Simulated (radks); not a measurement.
The nuclear charge of the rubidium ion Rb2+ is varied continuously with 35 electrons held in [Ar] 3d10 4s2 4p5. Method: non-relativistic Kohn-Sham, PBEsol, spin-unpolarised, spherical densities, point nucleus; relativity is left out, which matters for an element this heavy; computed with a radial shooting solver on a logarithmic mesh with Libxc functionals. By the Hellmann-Feynman theorem dE/dZ = E(electron-nucleus)/Z, the electronic potential at the nucleus.

Z      E (hartree)  E(electron-nucleus)/Z (hartree)  HOMO  e(HOMO) (eV)  <r> HOMO (bohr)
36.5   -2843.15159                         -185.609    4p       -26.328            1.731
36.75  -2889.75821                         -187.243    4p       -29.936            1.685
37     -2936.77308                         -188.876    4p       -33.684            1.643
37.25  -2984.19587                         -190.507    4p       -37.571            1.603
37.5   -3032.02631                         -192.137    4p       -41.593            1.566
37.75  -3080.26411                         -193.766    4p       -45.748            1.531
38     -3128.90903                         -195.394    4p       -50.035            1.498

The central difference of E at Z = 37 is -188.875 hartree, to compare with the third column; the second derivative is -6.53 hartree.
